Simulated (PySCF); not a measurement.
PySCF 2.14 output of an unrestricted PBEsol calculation on a single atom or ion in x2c-TZVPPall with one added diffuse shell each of s, p, d, f type (7s6p5d3f1g, 80 functions), with scalar relativity by spin-free X2C-1e:

```
SCF conv_tol = 1e-09
number electrons alpha = 15  beta = 12
    J. P. Perdew, A. Ruzsinszky, G. I. Csonka, O. A. Vydrov, G. E. Scuseria, L. A. Constantin, X. Zhou, and K. Burke.,  Phys. Rev. Lett. 100, 136406 (2008)
    J. P. Perdew, A. Ruzsinszky, G. I. Csonka, O. A. Vydrov, G. E. Scuseria, L. A. Constantin, X. Zhou, and K. Burke.,  Phys. Rev. Lett. 100, 136406 (2008)
cycle= 1 E= -1651.76616552542  delta_E= -0.00945  |g|= 0.169  |ddm|= 0.241
cycle= 2 E= -1651.76184617149  delta_E= 0.00432  |g|= 0.247  |ddm|= 0.134
cycle= 3 E= -1651.77022694033  delta_E= -0.00838  |g|= 0.00222  |ddm|= 0.0718
cycle= 4 E= -1651.77022783327  delta_E= -8.93e-07  |g|= 0.000311  |ddm|= 0.00118
cycle= 5 E= -1651.77022784858  delta_E= -1.53e-08  |g|= 1.31e-05  |ddm|= 0.000152
cycle= 6 E= -1651.77022784861  delta_E= -2.82e-11  |g|= 4.3e-07  |ddm|= 4.12e-06
converged SCF energy = -1651.77022784861  <S^2> = 3.7501747  2S+1 = 4.0000874
```

The run itself started from symmetry-adapted Hartree-Fock orbitals and held the occupation by maximum overlap, on a logarithmic radial grid, so the iterations belong to that start.

Which element, charge and spin multiplicity is this?

Cu²⁺ (copper, charge +2), multiplicity 4; the state was [Ar] 3d8 4s1, high-spin 4F determinant (an excited configuration).
